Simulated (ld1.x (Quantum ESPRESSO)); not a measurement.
Pseudopotential generation for tantalum (Ta): TM, PBE, scalar-relativistic.

| Quantity | Value |
| --- | --- |
| Element | tantalum |
| Generator | ld1.x (Quantum ESPRESSO) 7.5 |
| Type | norm-conserving Troullier–Martins (Kleinman–Bylander form) |
| Functional | PBE |
| Relativity | scalar-relativistic |
| Frozen core | [Kr] 4d10 4f14 |
| Valence charge | 13 |
| Reference configuration | 5s2 5p6 5d2 6s0 6p0 (charge +3) |
| Partial waves | 5s (bound): rc 1.45 bohr; 5p (bound): rc 1.65 bohr; 5d (bound): rc 1.80 bohr; 5f channel at -0.1 Ry: rc 1.75 bohr |
| Local potential | all-electron potential smoothed inside 1.50 bohr (lloc = -2) |
| Core correction | none |

Poles of the logarithmic derivatives, all-electron (AE) and pseudo (PS). s: poles at -7.0 (AE) and -7.0 (PS) Ry. p: poles at -4.0 (AE) and -4.0 (PS) Ry. d: poles at 0.2 (AE) and 0.2 (PS) Ry. f: poles at -3.8 (AE) and 4.9 (PS) Ry. Test radius 1.95 bohr.

* Cutoffs needed: 80 Ry and 140 Ry (the cutoffs (Ry, on a coarse ladder) from which the occupation-weighted sum of valence levels, in a spherical-Bessel basis at the reference potential, stays within 10 and 1 mRy of its value at 400 Ry)
* Ghost test: no extra level below or beside the all-electron valence levels (s, p, d, f tested) (spherical-Bessel basis up to 400 Ry, 20 bohr box)
* Largest excitation error: -1196 meV (all-electron minus pseudo) for 5s1 5p6 5d3 6s2 6p0, out of 7 test configurations
